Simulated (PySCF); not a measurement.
A geometry optimisation, step by step.

Species: C2H4AlCl2Ga.
Numbering: `[CH:1]#[C:2][GaH-:3]1[Cl+:4][AlH2-:5][Cl+:6]1` (hydrogens: H7 on C1; H8 on Ga3; H9, H10 on Al5)
Bond orders are those of one Lewis drawing.

Computed by this run: PBE0-D3(BJ)/def2-SVP geometry optimisation, gas phase (PySCF); density fitting, grid level 1; the optimiser is geomeTRIC in internal coordinates, started from a GFN2-xTB structure with every atom displaced at random (about 0.01 Å). The frame can shift and turn from step to step; on so coarse a grid that alone can change the energy by a few meV, and forces under 0.02 eV/Å are noise.

Step 0: E = -86122.2623 eV, largest atomic force 4.099 eV/Å
```
atom  x, y, z in Å  |  force x, y, z in eV/Å
C1      3.178   -0.340    0.015   -3.627   1.877  -0.346
C2      2.075    0.219   -0.089    1.106  -0.906   0.146
Ga3     0.315    1.068   -0.260    2.045   0.619   0.245
Cl4    -0.894   -0.001   -1.827    0.238  -0.098  -1.649
Al5    -2.241   -0.762   -0.263   -0.936  -0.562   0.025
Cl6    -1.117    0.262    1.314    0.227   0.370   1.531
H7      4.110   -0.784    0.095    1.656  -0.808   0.154
H8      0.174    2.601   -0.389   -0.173   0.049  -0.013
H9     -1.959   -2.260   -0.088    0.001  -0.706   0.012
H10    -3.591   -0.024   -0.383   -0.537   0.166  -0.106
```

Step 1: E = -86122.6241 eV, largest atomic force 0.417 eV/Å
```
atom  x, y, z in Å  |  force x, y, z in eV/Å
C1      3.212   -0.246   -0.018    0.057  -0.216   0.118
C2      2.066    0.170   -0.044   -0.084   0.131  -0.087
Ga3     0.394    1.087   -0.224    0.416   0.014   0.032
Cl4    -0.864   -0.041   -1.870    0.064   0.009  -0.155
Al5    -2.307   -0.807   -0.260   -0.111  -0.090   0.024
Cl6    -1.123    0.277    1.383    0.042   0.073   0.162
H7      4.208   -0.666    0.039   -0.193   0.130  -0.045
H8      0.218    2.615   -0.378   -0.133  -0.004  -0.010
H9     -2.071   -2.352   -0.078   -0.012  -0.060  -0.012
H10    -3.684   -0.059   -0.424   -0.045   0.013  -0.026
```

Step 2: E = -86122.6376 eV, largest atomic force 0.178 eV/Å
```
atom  x, y, z in Å  |  force x, y, z in eV/Å
C1      3.191   -0.263   -0.005   -0.041  -0.132   0.078
C2      2.057    0.180   -0.040    0.033   0.066  -0.051
Ga3     0.405    1.106   -0.224    0.148   0.098   0.003
Cl4    -0.845   -0.035   -1.874    0.030  -0.001  -0.097
Al5    -2.292   -0.810   -0.260   -0.072  -0.063   0.009
Cl6    -1.114    0.293    1.386    0.004   0.032   0.096
H7      4.176   -0.694    0.047    0.003   0.031  -0.017
H8      0.197    2.630   -0.383   -0.093  -0.024  -0.006
H9     -2.050   -2.358   -0.082   -0.011  -0.003  -0.005
H10    -3.676   -0.072   -0.438   -0.002  -0.004  -0.009
```

Step 3: E = -86122.6485 eV, largest atomic force 0.120 eV/Å
```
atom  x, y, z in Å  |  force x, y, z in eV/Å
C1      3.160   -0.299    0.025   -0.113  -0.020   0.017
C2      2.051    0.202   -0.031    0.074   0.058  -0.018
Ga3     0.418    1.149   -0.229   -0.051   0.039  -0.007
Cl4    -0.814   -0.020   -1.885   -0.012  -0.015   0.000
Al5    -2.264   -0.815   -0.267    0.013   0.006  -0.008
Cl6    -1.107    0.324    1.385   -0.030  -0.024  -0.009
H7      4.128   -0.759    0.077    0.107  -0.050   0.018
H8      0.143    2.660   -0.396   -0.011  -0.018  -0.004
H9     -2.006   -2.363   -0.089    0.000   0.031   0.007
H10    -3.660   -0.101   -0.463    0.022  -0.007   0.004
```

Step 4: E = -86122.6511 eV, largest atomic force 0.084 eV/Å
```
atom  x, y, z in Å  |  force x, y, z in eV/Å
C1      3.143   -0.315    0.046   -0.048  -0.022   0.005
C2      2.049    0.217   -0.026    0.055   0.063  -0.011
Ga3     0.421    1.170   -0.234   -0.074  -0.017  -0.002
Cl4    -0.800   -0.012   -1.894   -0.020  -0.015   0.025
Al5    -2.249   -0.818   -0.276    0.040   0.033  -0.005
Cl6    -1.107    0.336    1.379   -0.025  -0.030  -0.034
H7      4.102   -0.797    0.106    0.041  -0.026   0.021
H8      0.118    2.675   -0.404    0.015  -0.001  -0.006
H9     -1.979   -2.362   -0.094    0.005   0.015   0.007
H10    -3.649   -0.116   -0.476    0.011   0.000   0.000
```

Step 5: E = -86122.6532 eV, largest atomic force 0.086 eV/Å
```
atom  x, y, z in Å  |  force x, y, z in eV/Å
C1      3.120   -0.333    0.077    0.010  -0.027   0.005
C2      2.048    0.238   -0.019    0.028   0.050  -0.008
Ga3     0.420    1.193   -0.242   -0.064  -0.058   0.005
Cl4    -0.784   -0.004   -1.907   -0.016  -0.007   0.032
Al5    -2.229   -0.819   -0.292    0.043   0.040   0.001
Cl6    -1.109    0.347    1.368   -0.008  -0.018  -0.038
H7      4.064   -0.845    0.157   -0.026   0.010   0.014
H8      0.096    2.691   -0.417    0.031   0.012  -0.007
H9     -1.943   -2.359   -0.103    0.006  -0.006   0.003
H10    -3.634   -0.132   -0.496   -0.004   0.004  -0.008
```

Step 6: E = -86122.6544 eV, largest atomic force 0.069 eV/Å
```
atom  x, y, z in Å  |  force x, y, z in eV/Å
C1      3.099   -0.345    0.109    0.034  -0.024   0.011
C2      2.046    0.256   -0.011    0.000   0.024  -0.005
Ga3     0.419    1.208   -0.250   -0.038  -0.057   0.006
Cl4    -0.770    0.002   -1.920   -0.003   0.004   0.021
Al5    -2.212   -0.820   -0.309    0.021   0.020   0.004
Cl6    -1.114    0.354    1.354    0.009   0.002  -0.024
H7      4.027   -0.882    0.214   -0.045   0.027   0.005
H8      0.089    2.704   -0.430    0.029   0.014  -0.006
H9     -1.912   -2.356   -0.114    0.002  -0.013  -0.001
H10    -3.622   -0.145   -0.519   -0.010   0.003  -0.012
```

Step 7: E = -86122.6551 eV, largest atomic force 0.034 eV/Å
```
atom  x, y, z in Å  |  force x, y, z in eV/Å
C1      3.086   -0.352    0.139    0.025  -0.006   0.015
C2      2.044    0.265   -0.001   -0.015  -0.007  -0.003
Ga3     0.417    1.213   -0.255   -0.009  -0.027   0.003
Cl4    -0.761    0.005   -1.929    0.010   0.012   0.003
Al5    -2.204   -0.819   -0.325   -0.008  -0.008   0.002
Cl6    -1.121    0.359    1.341    0.017   0.017  -0.004
H7      4.004   -0.900    0.264   -0.026   0.021   0.000
H8      0.096    2.711   -0.440    0.015   0.007  -0.005
H9     -1.896   -2.354   -0.125   -0.002  -0.009  -0.002
H10    -3.616   -0.151   -0.542   -0.007  -0.001  -0.010
```

Step 8: E = -86122.6556 eV, largest atomic force 0.034 eV/Å
```
atom  x, y, z in Å  |  force x, y, z in eV/Å
C1      3.080   -0.354    0.164    0.007   0.013   0.013
C2      2.043    0.265    0.010   -0.018  -0.029  -0.001
Ga3     0.416    1.211   -0.258    0.012   0.006  -0.002
Cl4    -0.755    0.006   -1.936    0.016   0.013  -0.009
Al5    -2.203   -0.818   -0.338   -0.025  -0.024  -0.001
Cl6    -1.128    0.363    1.330    0.015   0.020   0.009
H7      3.995   -0.903    0.303   -0.001   0.004   0.000
H8      0.110    2.713   -0.448    0.000   0.000  -0.004
H9     -1.894   -2.352   -0.136   -0.004   0.000  -0.001
H10    -3.616   -0.153   -0.565   -0.001  -0.003  -0.005
```

Step 9: E = -86122.6561 eV, largest atomic force 0.045 eV/Å
```
atom  x, y, z in Å  |  force x, y, z in eV/Å
C1      3.075   -0.358    0.196   -0.006   0.029   0.006
C2      2.040    0.261    0.024   -0.019  -0.041   0.001
Ga3     0.418    1.208   -0.261    0.025   0.032  -0.005
Cl4    -0.746    0.007   -1.944    0.013   0.007  -0.015
Al5    -2.204   -0.816   -0.354   -0.028  -0.027  -0.005
Cl6    -1.139    0.369    1.317    0.006   0.015   0.015
H7      3.990   -0.902    0.349    0.020  -0.014   0.004
H8      0.129    2.712   -0.457   -0.012  -0.007  -0.003
H9     -1.897   -2.351   -0.149   -0.004   0.007   0.002
H10    -3.617   -0.153   -0.595    0.004  -0.002  -0.001
```

Step 10: E = -86122.6567 eV, largest atomic force 0.050 eV/Å
```
atom  x, y, z in Å  |  force x, y, z in eV/Å
C1      3.070   -0.363    0.231   -0.008   0.035  -0.003
C2      2.037    0.253    0.041   -0.016  -0.040   0.003
Ga3     0.422    1.206   -0.264    0.029   0.040  -0.005
Cl4    -0.734    0.008   -1.953    0.002  -0.003  -0.012
Al5    -2.206   -0.814   -0.373   -0.016  -0.014  -0.005
Cl6    -1.151    0.379    1.303   -0.005   0.002   0.012
H7      3.985   -0.903    0.398    0.023  -0.022   0.008
H8      0.145    2.712   -0.467   -0.016  -0.009  -0.003
H9     -1.901   -2.348   -0.162   -0.001   0.010   0.003
H10    -3.617   -0.152   -0.627    0.006   0.000   0.003
```

Step 11: E = -86122.6571 eV, largest atomic force 0.035 eV/Å
```
atom  x, y, z in Å  |  force x, y, z in eV/Å
C1      3.067   -0.367    0.255    0.002   0.025  -0.006
C2      2.034    0.246    0.053   -0.011  -0.025   0.001
Ga3     0.426    1.205   -0.268    0.021   0.028  -0.002
Cl4    -0.725    0.008   -1.960   -0.007  -0.010  -0.005
Al5    -2.208   -0.811   -0.386    0.002   0.004  -0.003
Cl6    -1.158    0.387    1.293   -0.011  -0.007   0.005
H7      3.982   -0.905    0.433    0.009  -0.016   0.007
H8      0.153    2.710   -0.475   -0.011  -0.006  -0.003
H9     -1.905   -2.345   -0.169    0.002   0.006   0.004
H10    -3.617   -0.150   -0.649    0.004   0.002   0.002
```

Step 12: E = -86122.6573 eV, largest atomic force under 0.02 eV/Å
```
atom  x, y, z in Å  |  force x, y, z in eV/Å
C1      3.067   -0.370    0.265    0.007   0.010  -0.004
C2      2.034    0.240    0.057   -0.005  -0.008  -0.001
Ga3     0.429    1.204   -0.270    0.010   0.008   0.001
Cl4    -0.722    0.007   -1.964   -0.010  -0.010   0.001
Al5    -2.208   -0.808   -0.390    0.011   0.013   0.000
Cl6    -1.160    0.391    1.289   -0.009  -0.009  -0.002
H7      3.980   -0.909    0.448   -0.004  -0.005   0.004
H8      0.154    2.709   -0.481   -0.003  -0.002  -0.003
H9     -1.908   -2.341   -0.171    0.002   0.001   0.003
H10    -3.616   -0.145   -0.657    0.001   0.003   0.001
```

**Question.** Summarise the path.

**Answer.** The energy falls by 38.11 kJ/mol from step 0 to step 12; nine tenths of that is first reached at step 1. It falls at every step. The largest force goes from 4.099 to under 0.02 eV/Å. Among the bonds Al5–Cl6 changes most, from 2.191 to 2.314 Å; the atoms move by 0.119 Å rms after alignment.

**Question.** Follow the three bonds and two angles with the largest change from start to end.

**Answer.** 
| step | E above end (kJ/mol) | largest force (eV/Å) | Al5–Cl6 (Å) | Ga3–Cl4 (Å) | Cl4–Al5 (Å) | C2–Ga3–H8 (°) | C2–Ga3–Cl6 (°) |
| --- | --- | --- | --- | --- | --- | --- | --- |
| 0 | 38.11 | 4.099 | 2.191 | 2.250 | 2.199 | 121.2 | 110.6 |
| 1 | 3.20 | 0.417 | 2.297 | 2.359 | 2.294 | 125.6 | 109.5 |
| 2 | 1.91 | 0.178 | 2.305 | 2.364 | 2.301 | 127.3 | 109.0 |
| 3 | 0.85 | 0.120 | 2.317 | 2.372 | 2.313 | 130.7 | 108.0 |
| 4 | 0.60 | 0.084 | 2.319 | 2.376 | 2.316 | 132.0 | 107.6 |
| 5 | 0.40 | 0.086 | 2.317 | 2.378 | 2.316 | 132.9 | 107.0 |
| 6 | 0.28 | 0.069 | 2.313 | 2.378 | 2.313 | 133.1 | 106.7 |
| 7 | 0.21 | 0.034 | 2.310 | 2.377 | 2.310 | 132.7 | 106.6 |
| 8 | 0.16 | 0.034 | 2.309 | 2.375 | 2.309 | 132.1 | 106.5 |
| 9 | 0.11 | 0.045 | 2.310 | 2.373 | 2.309 | 131.7 | 106.5 |
| 10 | 0.06 | 0.050 | 2.312 | 2.371 | 2.311 | 131.5 | 106.4 |
| 11 | 0.02 | 0.035 | 2.314 | 2.371 | 2.313 | 131.6 | 106.3 |
| 12 | 0.00 | under 0.02 | 2.314 | 2.372 | 2.313 | 131.9 | 106.2 |

Run on an Arm Neoverse V1 with one thread (shared host).
